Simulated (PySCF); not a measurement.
C4H7FSi, SMILES C=C=C[Si@H](C)F.

Geometry optimised at PBE0-D3(BJ)/def2-SVP. The structure was generated by enumeration; whether it is a known compound was not checked. Other conformers were not sampled.

Method: PySCF with PBE/def2-TZVP.

Gas-phase values at a fixed geometry.

total energy: -545.64995 hartree
highest occupied level: -6.46 eV
lowest empty level: -1.53 eV
orbital gap: 4.93 eV
dipole moment: 1.95 D
quadrupole, principal values (traceless, Buckingham form, about the centre of nuclear charge): -4.52, 1.92, 2.60 D·Å
mean static polarisability: 75.6 bohr³ (11.21 Å³)
polarisability, principal values: 55.1, 67.0, 104.7 bohr³
